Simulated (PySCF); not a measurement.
Atoms are numbered as in `[CH:1]1=[CH:2][C@H:3]2[CH:4]=[CH:5][C@@H:6]1[CH:7]=[CH:8]2`. Hydrogens are named by the atom that carries them.

Computed data (PySCF): GFN2-xTB structure, shielding tensors at PBE0/pcSseg-1 (GIAO), spin–spin couplings from B3LYP/pcJ-1 (without the spin–dipole term). One averaged value for each set of equivalent atoms, no relativistic terms, in vacuum, single conformer.

Q: Predict the 2D correlation tables (HSQC, COSY, HMBC).

A: 

HSQC (one-bond C–H):
```
                                        δH                         δC  ¹J(C,H) (Hz)
7.13 (H(C1)/H(C2)/H(C4)/H(C5)/H(C7)/H(C8))  149.9 (C1/C2/C4/C5/C7/C8)           180
                        4.77 (H(C3)/H(C6))               53.8 (C3/C6)           146
```

COSY cross peaks (|J| ≥ 2 Hz):
```
                                        δH                  δH  abs. J (Hz)  bonds
7.13 (H(C1)/H(C2)/H(C4)/H(C5)/H(C7)/H(C8))  4.77 (H(C3)/H(C6))          6.7      3
```

HMBC (two and three bonds, |J| ≥ 2.5 Hz):
```
                                        δH                                    δC [abs. J in Hz]
7.13 (H(C1)/H(C2)/H(C4)/H(C5)/H(C7)/H(C8))  149.9 (C1/C2/C4/C5/C7/C8) [5.9], 53.8 (C3/C6) [6.8]
                        4.77 (H(C3)/H(C6))                      149.9 (C1/C2/C4/C5/C7/C8) [6.2]
```

Scale: ¹H and ¹³C against TMS (reference shieldings calculated alike).

Unscaled 3J(H,H) at this level run about 10 % above measured values. Shifts are as computed. Against solution values, carbons near 30 ppm lie about +3 ppm off and those near 130 ppm about +5 ppm. Of 1211 compounds with measured shifts, 218 miss one by over three times the rms of a fit or turn the order of signals round; such compounds aren't used in these exercises.
